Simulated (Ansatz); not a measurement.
Reaction (formal exchange of groups at the Si–Si bond): `CO[Si@@H](N)[Si@@H](N)OC` + CH₄ → `CO[SiH](C)N` + `CO[SiH2]N`

Isolated molecules relaxed with PBE0-D4/def2-TZVP in Ansatz; ΔE leaves out vibrations. CCSD(T)/CBS is the MP2 limit (def2-TZVPP, def2-QZVPP) plus CCSD(T) − MP2 in def2-TZVPP, frozen cores. This one scheme is used for every species. Each species was taken in one conformer, which may not be the lowest.

```csv
level,ΔE (kJ/mol)
HF/CBS(def2),-39.7
MP2/CBS(def2),-28.3
```

**Question.** What does CCSD(T)/CBS give? (Estimate.)

**Answer.** Computed: -22.7 kJ/mol. The listed levels differ from it by -17.0, -5.6 kJ/mol.

Largest T1 diagnostic among the species: 0.012.

The D4 term adds +9.7 kJ/mol with B3LYP and +6.3 kJ/mol with PBE0; it sums over pairs of atoms, weighted by their polarisabilities, and B3LYP, whose exchange is more repulsive, gets the larger term. In def2-TZVPP, CCSD(T) changes the Hartree–Fock value by +17.2 kJ/mol (the triples alone add +3.6 kJ/mol) and MP2 by +11.6 kJ/mol.

B3LYP here is the variant with VWN-RPA as its local correlation; programs differ in this.
